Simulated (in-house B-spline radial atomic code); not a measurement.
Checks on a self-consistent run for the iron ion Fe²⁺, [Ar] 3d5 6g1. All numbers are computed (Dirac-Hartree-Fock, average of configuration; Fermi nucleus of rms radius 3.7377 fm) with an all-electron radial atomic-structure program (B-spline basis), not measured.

```csv
orbital,q,ε (Eh),<1/r>,<r²>,small-component weight
1s1/2,2,-265.15099,25.9833,0.00459017,0.0087501
2s1/2,2,-33.80746,5.61347,0.083053,0.0016249
2p1/2,2,-29.18168,5.52993,0.0666604,0.0015899
2p3/2,4,-28.71554,5.43356,0.0682318,0.0015685
3s1/2,2,-5.55046,1.75085,0.743271,0.00034635
3p1/2,2,-4.08703,1.62525,0.82885,0.00030769
3p3/2,4,-4.02526,1.60484,0.844688,0.00030313
3d3/2,2,-1.88401,1.31704,1.18634,0.00021568
3d5/2,3,-1.87760,1.31208,1.19448,0.00021448
6g7/2,0.44444,-0.12501,0.0833709,241.9,3.3311e-06
6g9/2,0.55556,-0.12501,0.0833704,241.902,3.3311e-06
```

Electron-electron repulsion V_ee = 453.5065 hartree.

Question: What total energy follows from the eigenvalues?

Answer: The eigenvalues count the repulsion twice, so E = Σqε - V_ee = -816.044 - 453.507 = -1269.551 hartree; the run printed -1269.551.

Question: Does the Dirac virial theorem hold?

Answer: For a point nucleus E = -2c²Σq·w, with w the small-component weight. Here Σq·w = 0.033802 and c = 137.0360, so the ratio E/(-2c²Σq·w) is 1.000006; the finite nucleus accounts for the departure from 1.

Question: What diamagnetic shielding (Lamb formula) and susceptibility (Langevin formula) do the radii give?

Answer: σ = (α²/3)Σq<1/r> = 115.813/(3·137.036²) = 2055.7 ppm, and χ = -0.79199×10⁻⁶·Σq<r²> = -201.9×10⁻⁶ cm³/mol with Σq<r²> = 254.96 bohr². Both are non-relativistic formulas without the paramagnetism of open shells.
